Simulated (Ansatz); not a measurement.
Predict a relaxed structure of [AuF4]- (AuF₄⁻), charge -1, singlet, at PBE0-D4/def2-SVPD (Ansatz).


```csv
atom,x (Å),y (Å),z (Å)
Au1,0.000,0.000,0.000
F2,0.447,1.494,1.144
F3,0.502,1.038,-1.552
F4,-0.447,-1.494,-1.144
F5,-0.502,-1.038,1.552
```
Point group D4h (tolerance 0.1 Å). The metal has 4 neighbours: F 1.93 Å, F 1.93 Å, F 1.93 Å, F 1.93 Å. This is one stationary point.

In the def2 sets Au takes a core potential; there is no spin–orbit coupling.
